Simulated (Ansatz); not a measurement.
Ideal-gas functions of `[c]1ccc[se]1` radical at 800 K and 1 bar, from an Ansatz frequency run at PBE0-D4/def2-TZVP.

Molar mass 130.03 g/mol, point group Cs (symmetry number 1), electronic degeneracy 2, moments of inertia 59.238, 150.522, 209.76 u Å². Harmonic wavenumbers (cm⁻¹, unscaled): 356, 466, 504, 631, 684, 782, 793, 817, 908, 1039, 1095, 1221, 1332, 1464, 1583, 3204, 3225, 3261.

Use S(trans) = R[1.5 ln M + 2.5 ln T − 1.1517]; rotational temperatures θ = 24.2544 K / I; S(rot) = R[ln(√π/σ · √(T³/θAθBθC)) + 1.5]; for each mode x = 1.438777 ν̃/T, S = R[x/(eˣ − 1) − ln(1 − e⁻ˣ)] and H = RT x/(eˣ − 1); 1 cm⁻¹ = 0.0119627 kJ/mol; R = 8.31446 J/(mol·K).

Task: By hand: the entropy, in J/(mol·K).

Result: Translation 190.1. Rotation: θ = 0.4094, 0.1611, 0.1156 K, giving 120.9. Vibration, mode by mode: 12.16, 10.02, 9.41, 7.70, 7.10, 6.13, 6.03, 5.82, 5.10, 4.23, 3.91, 3.27, 2.79, 2.32, 1.95, 0.18, 0.17, 0.16, in all 88.5. Electronic 5.8. Sum 405.3 J/(mol·K).

Task: By hand: H − E and G − E in kJ/mol, counted from the electronic energy.

Result: Zero-point energy ½ × 23365 × 0.0119627 = 139.8; thermal vibration 42.3; translation, rotation and pV give 4 RT = 26.6. H − E = 208.7 kJ/mol, and G − E = 208.7 − 800 × 405.3/1000 = -115.5 kJ/mol.

Vibration gives 22 % of the entropy.
